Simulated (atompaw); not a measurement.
## u(r) = r·R(r): atom against pseudo-atom (Pr (Z = 59))

Columns: radius, all-electron u(r) and pseudo u(r) of the 5p shell (level -22.91 eV) of praseodymium in the configuration [Kr] 4d10 4f3 5s2 5p6 5d0 6s1.75 6p0; LDA (PW92), scalar-relativistic, PAW (atompaw) scheme, atompaw 4.2.0.5.

```json
{"r (bohr)": "0.113", "all-electron": "0.0469", "pseudo": "0.0136"}
{"r (bohr)": "0.227", "all-electron": "0.2657", "pseudo": "0.0539"}
{"r (bohr)": "0.340", "all-electron": "-0.1102", "pseudo": "0.1175"}
{"r (bohr)": "0.454", "all-electron": "-0.4065", "pseudo": "0.2013"}
{"r (bohr)": "0.567", "all-electron": "-0.4247", "pseudo": "0.2985"}
{"r (bohr)": "0.681", "all-electron": "-0.2467", "pseudo": "0.4043"}
{"r (bohr)": "0.794", "all-electron": "0.0092", "pseudo": "0.5104"}
{"r (bohr)": "0.908", "all-electron": "0.2686", "pseudo": "0.6121"}
{"r (bohr)": "1.021", "all-electron": "0.4874", "pseudo": "0.7017"}
{"r (bohr)": "1.135", "all-electron": "0.6554", "pseudo": "0.7761"}
{"r (bohr)": "1.248", "all-electron": "0.7692", "pseudo": "0.8306"}
{"r (bohr)": "1.362", "all-electron": "0.8372", "pseudo": "0.8645"}
{"r (bohr)": "1.475", "all-electron": "0.8667", "pseudo": "0.8770"}
{"r (bohr)": "1.588", "all-electron": "0.8671", "pseudo": "0.8702"}
{"r (bohr)": "1.702", "all-electron": "0.8458", "pseudo": "0.8464"}
{"r (bohr)": "1.815", "all-electron": "0.8096", "pseudo": "0.8096"}
{"r (bohr)": "1.929", "all-electron": "0.7632", "pseudo": "0.7632"}
{"r (bohr)": "2.042", "all-electron": "0.7114", "pseudo": "0.7114"}
{"r (bohr)": "2.156", "all-electron": "0.6564", "pseudo": "0.6564"}
{"r (bohr)": "2.269", "all-electron": "0.6014", "pseudo": "0.6014"}
{"r (bohr)": "2.383", "all-electron": "0.5471", "pseudo": "0.5471"}
{"r (bohr)": "2.496", "all-electron": "0.4955", "pseudo": "0.4955"}
{"r (bohr)": "2.610", "all-electron": "0.4463", "pseudo": "0.4463"}
{"r (bohr)": "2.723", "all-electron": "0.4008", "pseudo": "0.4008"}
{"r (bohr)": "2.837", "all-electron": "0.3585", "pseudo": "0.3585"}
{"r (bohr)": "2.950", "all-electron": "0.3200", "pseudo": "0.3200"}
```

(1) How many radial nodes do the two functions have?

(2) At about which radius was the pseudo-wave matched?

(3) Where does each function peak?

(4) Is the pseudo-wave norm-conserving?

Answers

(1) The all-electron 5p function has n − l − 1 = 3 (the table is too coarse to show those close to the nucleus); the pseudo-wave has 0, since the states of the same l below it are removed with the core.

(2) 2.05 bohr. The columns agree to 0.0005 from 1.81 bohr on; several derivatives are matched, so the curves merge somewhat inside the radius.

(3) Outermost all-electron maximum near 1.59 bohr, pseudo maximum near 1.48 bohr (to the table’s step).

(4) No, it belongs to a PAW set: the norm inside the radius is not constrained, and the difference is carried by the augmentation charge.
